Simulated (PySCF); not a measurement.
First SCF of a structure search on doublet HIn(OH), at a hand-made bent (heavy-atom frame) geometry. PySCF input:

```python
from pyscf import gto, scf, dft
mol = gto.M(atom='''
In     0.000000     0.000000     0.000000
H      1.425300     0.000000     0.998000
O     -1.679300     0.000000     1.175800
H     -2.184700     0.735400     1.529800''',
    basis={'In': 'def2-TZVP', 'H': 'def2-TZVP', 'O': 'def2-TZVP'},
    ecp={'In': 'def2-TZVP'},
    charge=0, spin=1)
mf = dft.UKS(mol, xc='PBE0')
mf.grids.atom_grid = (50, 194)
aux = {'In': 'def2-universal-JKFIT', 'H': 'def2-universal-JKFIT', 'O': 'def2-universal-JKFIT'}
mf = mf.density_fit(auxbasis=aux)
mf.conv_tol = 1e-08
mf.diis_space = 10
mf.max_cycle = 60
mf.init_guess = 'minao'
mf.verbose = 4
mf.kernel()
```

Excerpt of the output (cycles alone):

```
init E= -233.675738050906
cycle= 1 E= -265.748283697893  delta_E= -32.1  |g|= 1.38  |ddm|= 31.7
cycle= 2 E= -265.015641536064  delta_E= 0.733  |g|= 2.09  |ddm|= 5.53
cycle= 3 E= -266.400156034264  delta_E= -1.38  |g|= 0.455  |ddm|= 2.19
cycle= 4 E= -266.472354706828  delta_E= -0.0722  |g|= 0.161  |ddm|= 0.438
cycle= 5 E= -266.481302008353  delta_E= -0.00895  |g|= 0.0235  |ddm|= 0.145
cycle= 6 E= -266.481559494644  delta_E= -0.000257  |g|= 0.0058  |ddm|= 0.0256
cycle= 7 E= -266.481592763509  delta_E= -3.33e-05  |g|= 0.0023  |ddm|= 0.0162
cycle= 8 E= -266.48159827631  delta_E= -5.51e-06  |g|= 0.00077  |ddm|= 0.00605
cycle= 9 E= -266.481599296286  delta_E= -1.02e-06  |g|= 0.000238  |ddm|= 0.00321
cycle= 10 E= -266.481599387957  delta_E= -9.17e-08  |g|= 0.000118  |ddm|= 0.001
cycle= 11 E= -266.481599398628  delta_E= -1.07e-08  |g|= 2.17e-05  |ddm|= 0.000301
cycle= 12 E= -266.481599399376  delta_E= -7.49e-10  |g|= 5.18e-06  |ddm|= 9.51e-05
Extra cycle  E= -266.481599399411  delta_E= -3.51e-11  |g|= 4.84e-06  |ddm|= 1.71e-05
converged SCF energy = -266.481599399411  <S^2> = 0.75695126  2S+1 = 2.0069392
```

No lower solution of this spin was found by a stability analysis within the unrestricted form.

Spin–orbit coupling, left out here, can matter for elements this heavy.

The search for the lowest solution, with the stability check, took 3.3 s on 4 threads of a shared Arm Neoverse V1 host, with 93 basis functions; the process peaked at 0.36 GiB. Launch command: `OMP_NUM_THREADS=4 python axn.py task.json out`.
